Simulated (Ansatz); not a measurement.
Cost and result for the atomization energy of `[F][SnH2][PH]S` (8 atoms, 7 bonds).

Total charge 0; spin multiplicity 1. Correlated methods include outer-core shells of Sn, which these sets cover unevenly. Sn: def2 effective core potential. All single points use the PBE0-D4/def2-TZVP geometry. It is one conformer, not always the lowest. Program: Ansatz. All runs use 4 threads of an AMD EPYC 9R45 on a shared host. Times are those of one run each, without the atoms' runs, and a repeat can differ threefold. Electronic energies, without spin–orbit coupling; frozen cores. CCSD(T)/CBS adds CCSD(T) − MP2 in def2-TZVPP to the MP2 limit, and its time is that of the two runs behind it. T1 = 0.014. With those shells the extrapolation isn't a true limit. B3LYP takes the VWN-RPA correlation (the form of Gaussian; ORCA's B3LYP/G). HSE06 is the plane-wave form, built on full-range PBE exchange.

CCSD(T)/CBS is a level of theory with its own doubt, some kJ/mol a heavy atom from the limit and from the frozen cores, so smaller differences don't rank the functionals.

```tsv
level	functions	wall time	atomization (kJ/mol)	difference from CCSD(T)/CBS	per bond
revPBE-D4/def2-TZVPP	221	0.85 s	2098.5	-43.6	-6.2
BLYP-D4/def2-TZVPP	221	0.9 s	2125.4	-16.7	-2.4
PBE0-D4/def2-TZVPP	221	1.3 s	2102.8	-39.3	-5.6
BHLYP-D4/def2-TZVPP	221	1.4 s	2048.5	-93.6	-13.4
HSE06-D4/def2-TZVPP	221	1.5 s	2103.2	-38.9	-5.6
CAM-B3LYP-D4/def2-TZVPP	221	1.6 s	2124.2	-17.9	-2.6
CCSD(T)/def2-SVP	96	1.9 s	1884.0	-258.1	-36.9
B3LYP-D4/def2-TZVPP (with forces)	221	2 s	2119.8	-22.3	-3.2
B97M-V/def2-TZVPP	221	3.2 s	2185.6	43.5	6.2
ωB97M-V/def2-TZVPP (with forces)	221	4.3 s	2141.7	-0.4	-0.1
MP2/def2-QZVPP	399	6.5 s	2100.6	-41.5	-5.9
CCSD(T)/def2-TZVPP	221	42 s	2049.4	-92.7	-13.2
CCSD(T)/CBS(def2)	–	48 s	2142.1	0.0	0.0
```

In def2-TZVPP, CCSD(T) changes the Hartree–Fock value by +656.8 kJ/mol (the triples alone add +43.8 kJ/mol) and MP2 by +652.1 kJ/mol; breaking electron pairs costs correlation energy, which Hartree–Fock lacks. Leaving LDA and LC-ωPBE aside and taking each functional with its dispersion term where it has one, the values spread over 137.0 kJ/mol, from BHLYP-D4 to B97M-V. LDA lies +349.2 kJ/mol from PBE without D4, its usual overbinding. From r2SCAN to r2SCAN0 (25 % exact exchange), in def2-TZVPP and without D4, the atomization energy moves by −51.7 kJ/mol: exact exchange takes away binding that semilocal exchange gives to molecules.

Spin–orbit coupling would lower the free Sn atoms strongly, and the atomization energy with them, by more than many differences here. For some Ge, Se and Sn compounds the MP2-based and the directly extrapolated limit differ by 10 to 25 kJ/mol.
